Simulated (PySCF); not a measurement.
# Bond length, frequency and bond energy of PPb by level of theory

State: ²Π (doublet), unpaired electrons π ↑. Set-up: PySCF, scalar-relativistic core potentials, basis sets P def2-SVP, Pb def2-SVP with ECP60. De refers to P + Pb in their high-spin ground configurations, without counterpoise correction. The functionals are run spin-unrestricted. A positive dipole means P(−)Pb(+). Levels whose curve was spin-contaminated or gave no clean fit are not listed.

| Level | Re (Å) | ωe (cm⁻¹) | De (eV) | μ (D) |
| --- | --- | --- | --- | --- |
| LDA | 2.433 | 371 | 3.53 | 2.04 |
| PBE | 2.466 | 356 | 2.85 | 2.45 |
| TPSS | 2.461 | 358 | 2.73 | 2.71 |
| r²SCAN | 2.447 | 357 | 2.46 | 2.68 |
| PBE0 | 2.432 | 367 | 2.45 | 2.70 |

(1) What does the step from GGA to meta-GGA do here, going from PBE to r²SCAN?

(2) What does the gradient correction do here, going from LDA to PBE?

Spin–orbit coupling is left out, which matters for elements this heavy, above all for dissociation energies. The state was picked by a PBE0 search and need not be the measured ground state.

The whole job (state search and all levels along the bond) took about 2 min on 1 thread of Arm Neoverse V2 (shared host), peak memory 0.52 GiB.

Answers

(1) r²SCAN less PBE: -1.9 pm in Re, +0.3 % in ωe, -0.39 eV in De. 

(2) PBE less LDA: +3.3 pm in Re, -4.0 % in ωe, -0.68 eV in De. The gradient correction favours the more uneven density of free atoms, so it tends to lengthen bonds and takes away much of the overbinding of LDA; so it does here.
